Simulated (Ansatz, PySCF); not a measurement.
Donor–acceptor adduct: BH3 (SMILES B) (first 4 atoms) with H2O (SMILES O); geometry from B3LYP-D3(BJ)/def2-TZVP, rigid monomers moved along the line of their centres of mass till B1···O5 is 1.99 Å.
(charge 0, multiplicity 1):
```xyz
7

B      0.2106     0.2493     0.7896
H      0.6172    -0.7672     0.2870
H     -0.8529     0.6372     0.3940
H      1.0372     1.0909     1.0056
O     -0.2479    -0.3295     2.6361
H     -0.9027    -1.0387     2.5920
H      0.5415    -0.6921     3.0593
```

Interaction energies are E(AB) − E(A) − E(B) at the monomers' geometry in the complex; basis-set methods are counterpoise corrected. Rows marked so take none.

Rows in 6-31G* carry no dispersion term and start afresh at each structure (6-31G* with six Cartesian d functions).

The values were computed with Ansatz (a program for electronic structure) with Gaussian orbitals; PySCF for 6-31G* rows, the dispersion terms. 

Q: One of these levels gives -69.2 kJ/mol for the interaction energy. Which?
A) BP86/6-31G* (no counterpoise)
B) PBE0-D3(BJ)/def2-TZVPPD
C) B3LYP-D4/def2-TZVPPD
D) HF/6-31G* (no counterpoise)

A: D, HF/6-31G* (no counterpoise). The others give -104.5 (BP86/6-31G* (no counterpoise)), -78.8 (B3LYP-D4/def2-TZVPPD), -87.2 (PBE0-D3(BJ)/def2-TZVPPD)
